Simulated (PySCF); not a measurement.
Level of theory: PySCF 2.14.0 with PBE-D3(BJ)/def2-TZVP // PBE0-D3(BJ)/def2-SVP. Isolated molecules, 0 K electronic values unless said otherwise. One relaxed conformer stands for a flexible species; it need not be the lowest. Excitations are Tamm–Dancoff values on a coarser integration grid. The basis has no diffuse functions, so Rydberg states are missing or too high.

Reference species (SMILES): `Bc1cc2cccc(C#C)c2s1` (neutral, multiplicity 1).

* **HOMO–LUMO gap**: 2.48 eV
* **LUMO**: -3.22 eV
* **T1 excitation (TDA)**: 2.24 eV

Changed species: `c12c(cc(cc2scc1)B)C#C`.

Problem. Give the shifts of the HOMO–LUMO gap, LUMO and T1 excitation (TDA).

Solution. the HOMO–LUMO gap rises by 0.17 eV, to 2.65 eV; the LUMO increases by 0.16 eV, to -3.06 eV; the T1 excitation (TDA) goes up by 0.20 eV, to 2.44 eV.
